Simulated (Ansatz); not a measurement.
Program: Ansatz. Geometries: PBE0-D4/def2-TZVP. ΔE: electronic, gas phase. CCSD(T)/CBS adds triple-zeta CCSD(T) − MP2 to the extrapolated MP2 energy (def2 sets, frozen cores). This one scheme is used for every species. DFT in def2-TZVPP. For Se outer-core shells are correlated without core-valence functions, which leaves a few kJ/mol of doubt a bond. Scalar relativity is left out up to krypton.

Reaction (ligand exchange at the Al–O bond): `[AlH2][O][AlH2]` + H₂Se → `[AlH2][SeH]` + `[OH][AlH2]`

Task: Is it downhill or uphill in electronic energy at CCSD(T)/CBS, and by how much? (An estimate is asked.)

Result: The calculation gave: Uphill: ΔE = +32.8 kJ/mol.

Task: What do these levels give: PBE0-D4, LC-ωPBE, CCSD/def2-SVP, CCSD(T)/def2-TZVPP, HF/CBS(def2), CCSD/CBS(def2)? (Estimate.)

Result: Computed: PBE0-D4 25.1, LC-ωPBE 33.2, CCSD/def2-SVP 47.8, CCSD(T)/def2-TZVPP 37.5, HF/CBS(def2) 46.7, CCSD/CBS(def2) 34.5 kJ/mol.

Largest T1 diagnostic among the species: 0.013.

At CCSD(T), def2-SVP lies +13.8 kJ/mol from the extrapolated value and def2-TZVPP +4.7 kJ/mol. Leaving LDA and LC-ωPBE aside and taking each functional with its dispersion term where it has one, the values, not all of them listed here, spread over 20.5 kJ/mol, from PBE-D4 to CAM-B3LYP-D4.
